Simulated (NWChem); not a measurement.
System: Si$_{3}$H$_{8}$O; SMILES O[SiH]([SiH3])[SiH3]

The following NWChem deck was run.

```
start job
memory heap 200 mb stack 900 mb global 1100 mb
geometry units angstroms noautosym nocenter noautoz
  Si    -0.539720     0.000871    -0.448867
  O     -2.055916    -0.003332     0.273731
  Si     0.697139    -1.925371     0.113151
  Si     0.692552     1.926704     0.124457
  H     -0.795500     0.005100    -1.919298
  H     -2.063526    -0.008485     1.235614
  H      0.900539    -1.982699     1.596185
  H     -0.009086    -3.173557    -0.311194
  H      2.042037    -1.880294    -0.542330
  H      0.901266     1.973235     1.607114
  H      2.035132     1.891269    -0.536358
  H     -0.019482     3.175710    -0.287604
end
basis spherical
  Si library 6-31g*
  O library 6-31g*
  H library 6-31g*
end
dft
  xc xcamb88 1.00 lyp 0.81 vwn_5 0.19 hfexch 1.00
  cam 0.33 cam_alpha 0.19 cam_beta 0.46
  iterations 150
end
property
  efieldgrad
end
task dft property
```

Output (shortened):

```
             Northwest Computational Chemistry Package (NWChem) 7.3.0
             --------------------------------------------------------

                             Geometry "geometry" -> ""
                             -------------------------

 Output coordinates in angstroms (scale by  1.889725989 to convert to a.u.)

  No.       Tag          Charge          X              Y              Z
 ---- ---------------- ---------- -------------- -------------- --------------
    1 Si                  14.0000    -0.53972000     0.00087100    -0.44886700
    2 O                    8.0000    -2.05591600    -0.00333200     0.27373100
    3 Si                  14.0000     0.69713900    -1.92537100     0.11315100
    4 Si                  14.0000     0.69255200     1.92670400     0.12445700
    5 H                    1.0000    -0.79550000     0.00510000    -1.91929800
    6 H                    1.0000    -2.06352600    -0.00848500     1.23561400
    7 H                    1.0000     0.90053900    -1.98269900     1.59618500
    8 H                    1.0000    -0.00908600    -3.17355700    -0.31119400
    9 H                    1.0000     2.04203700    -1.88029400    -0.54233000
   10 H                    1.0000     0.90126600     1.97323500     1.60711400
   11 H                    1.0000     2.03513200     1.89126900    -0.53635800
   12 H                    1.0000    -0.01948200     3.17571000    -0.28760400

 Effective nuclear repulsion energy (a.u.)     272.5530333784

                              NWChem Property Module
                              ----------------------

  itol2e modified to match energy
  convergence criterion.

                                 NWChem DFT Module
                                 -----------------

 Summary of "ao basis" -> "ao basis" (spherical)
 ------------------------------------------------------------------------------
       Tag                 Description            Shells   Functions and Types
 ---------------- ------------------------------  ------  ---------------------
 Si                          6-31g*                  8       18   4s3p1d
 O                           6-31g*                  6       14   3s2p1d
 H                           6-31g*                  2        2   2s

  itol2e modified to match energy
  convergence criterion.

[...]

          -----------------------
          Electric field gradient
          -----------------------

 1 a.u. = 0.324123 10**(16) esu/cm**3  ( or statvolts/cm**2 ) = 0.97174 10**(22) v/m**2

 ------------------------------------------------------------
   Atom      X         Y         Z
 ------------------------------------------------------------
    1 Si  -1.01992   0.00165  -0.84824
 ------------------------------------------------------------

 Electric field gradient in molecular frame (a.u.)
         XX             YY             ZZ             XY             XZ             YZ
 ------------------------------------------------------------------------------------------
       -0.286737       0.167248       0.119490      -0.001148       0.266065       0.000393

 Principal components (a.u.) and orientation
 of principal axis w.r.t. absolute frame                      Asymmetry parameter eta
 --------------------------------------------------------------------------------------
       -0.418358       0.251109       0.167250                       0.200448

        0.896322       0.443402      -0.001012
        0.002055      -0.001872       0.999996
       -0.443398       0.896321       0.002589

 ------------------------------------------------------------
   Atom      X         Y         Z
 ------------------------------------------------------------
    2 O   -3.88512  -0.00630   0.51728
 ------------------------------------------------------------

 Electric field gradient in molecular frame (a.u.)
         XX             YY             ZZ             XY             XZ             YZ
 ------------------------------------------------------------------------------------------
        0.080193       1.175837      -1.256030      -0.002806       0.443196       0.013087

 Principal components (a.u.) and orientation
 of principal axis w.r.t. absolute frame                      Asymmetry parameter eta
 --------------------------------------------------------------------------------------
       -1.389733       1.175907       0.213826                       0.692278

       -0.288678      -0.000415       0.957426
       -0.005200       0.999986      -0.001134
        0.957412       0.005306       0.288676

 ------------------------------------------------------------
   Atom      X         Y         Z
 ------------------------------------------------------------
    3 Si   1.31740  -3.63842   0.21382
 ------------------------------------------------------------

 Electric field gradient in molecular frame (a.u.)
         XX             YY             ZZ             XY             XZ             YZ
 ------------------------------------------------------------------------------------------
        0.006485       0.035581      -0.042066      -0.040400       0.018907      -0.024149

 Principal components (a.u.) and orientation
 of principal axis w.r.t. absolute frame                      Asymmetry parameter eta
 --------------------------------------------------------------------------------------
        0.072186      -0.050360      -0.021826                       0.395282

       -0.558919      -0.192507       0.806567
        0.787739       0.180533       0.588960
       -0.258991       0.964546       0.050742

 ------------------------------------------------------------
   Atom      X         Y         Z
 ------------------------------------------------------------
    4 Si   1.30873   3.64094   0.23519
 ------------------------------------------------------------

[...]
```

Level: CAM-B3LYP/6-31G* (spherical d). Structure relaxed at the PBE0/def2-SVP level. NWChem prints the field gradient with the sign opposite to the second derivative of the potential.
